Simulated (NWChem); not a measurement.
Species: Ga cation, singlet

Computed with NWChem. Low-valent species are run as closed-shell singlets; no triplet was tried in these runs. Static field.

Problem. Predict the results for PBE0/def2-TZVP. Quantities: isotropic polarisability (bohr³); anisotropy (bohr³).

Solution. 
| Property | Result |
|---|---|
| isotropic polarisability (bohr³) | 19.3 |
| anisotropy (bohr³) | 0.0 |
